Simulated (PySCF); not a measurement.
## How methods differ on the fine-structure interval of Sm⁴⁵⁺

Sm⁴⁵⁺ [Ne] 3s2 3p5 [3p1/2^2 3p3/2^3, M_J = 3/2] → Sm⁴⁵⁺ [Ne] 3s2 3p5 [3p1/2^1 3p3/2^4, M_J = 1/2], as a difference of total energies. Computed with PySCF 2.14 in an even-tempered Gaussian basis (18 s from 11 bohr⁻², ratio 2.4; 14 p from 14 bohr⁻², ratio 2.4; 4 d from 52 bohr⁻², ratio 2.6; 4 f from 78 bohr⁻², ratio 2.6), with the two-component X2C-1e Hamiltonian. Correlated levels: 1s2 frozen; the 54 highest virtual spinors dropped. "Screened" scales the spin-orbit matrix elements by Boettger's factors to mimic the two-electron term; Breit and QED terms are absent.

```
                    method  fine-structure interval (cm⁻¹)
 GHF (screened spin-orbit)                         1227200
GMP2 (screened spin-orbit)                         1228300
     GHF (bare spin-orbit)                         1271100
```
